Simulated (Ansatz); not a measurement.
`O[SiH](O)O[SiH](F)F` + `O[SiH](O)S` → `O[SiH](O)S[SiH](O)O` + `O[SiH](F)F`  (ligand exchange at the Si–O bond)

Computed with Ansatz on PBE0-D4/def2-TZVP structures; ΔE is electronic, products minus reactants. CCSD(T)/CBS adds triple-zeta CCSD(T) − MP2 to the extrapolated MP2 energy (def2 sets, frozen cores). This one scheme is used for every species. DFT in def2-TZVPP. B3LYP here is the variant with VWN-RPA as its local correlation; programs differ in this. One conformer a species, not always the lowest.

CCSD(T)/CBS gives +0.55 eV.

Q: Another level gave +0.63 eV. Which?
A. PBE/def2-TZVPP
B. B3LYP/def2-TZVPP
C. B3LYP-D4/def2-TZVPP
D. r2SCAN/def2-TZVPP

A: B. B3LYP 0.63, B3LYP-D4 0.56, PBE 0.40, r2SCAN 0.50 eV.

Largest T1 diagnostic among the species: 0.012.

In def2-TZVPP, CCSD(T) changes the Hartree–Fock value by −0.30 eV (the triples alone add −0.07 eV) and MP2 by −0.37 eV. From PBE to PBE0 (25 % exact exchange), in def2-TZVPP and without D4, ΔE moves by +0.07 eV. The D4 term adds −0.08 eV with B3LYP and −0.04 eV with PBE0; it sums over pairs of atoms, weighted by their polarisabilities, and B3LYP, whose exchange is more repulsive, gets the larger term.
